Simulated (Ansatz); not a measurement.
Basis sets compared for Ge2O⁺ (the lowest doublet isomer of a short search). Charge 1, multiplicity 2. Geometry PBE0-D4/def2-TZVP. Ansatz on 4 threads of Arm Neoverse V2 on a shared host; times are rough, and most runs start from earlier orbitals.

Cartesian coordinates in Å:
```
Ge -0.666 -0.886 -1.362
Ge 0.667 0.886 1.362
O 0.000 0.000 0.000
```

The 6-31G sets use Cartesian d functions. At HF/STO-3G the charge 1 doublet is spin-contaminated (final ⟨S²⟩ up to 1.04, 0.75 for a pure state). The structure comes from a short search, and lower isomers may exist.

| level | functions | energy (Eh) | HOMO (eV) | LUMO (eV) | wall time |
| --- | --- | --- | --- | --- | --- |
| HF/STO-3G | 41 | -4177.1733 | -9.82 | -1.91 | 0.4 s |
| HF/6-31G | 67 | -4224.6906 | -10.95 | -5.41 | 1.1 s |
| PBE-D4/def2-SVP | 78 | -4227.7029 | -9.26 | -9.09 | 2.7 s |
| PBE0-D4/def2-SVP | 78 | -4227.7884 | -9.90 | -8.21 | 4.7 s |

Task: Estimate the rows for PBE-D4/def2-TZVP, PBE0-D4/def2-TZVP (with forces).

Result: 
```csv
level,functions,energy (Eh),HOMO (eV),LUMO (eV),wall time
PBE-D4/def2-TZVP,127,-4228.3176,-9.24,-9.05,2.8 s
PBE0-D4/def2-TZVP (with forces),127,-4228.4030,-9.87,-8.16,36 s
```
